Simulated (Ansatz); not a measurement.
Harmonic frequencies (cm⁻¹) at PBE0-D4/def2-TZVP from Ansatz: 63, 128, 136, 155, 256, 306, 321, 378, 398, 607, 660, 847, 934, 2204, 2218.

(1) Which molecule is it?
A. `FC1C=C1S`
B. `CC(=O)[SeH]`
C. `C1[SiH2][AsH]1`
D. `[F][Al]1[Zn][SiH2][Se]1`

Results:

(1) D.
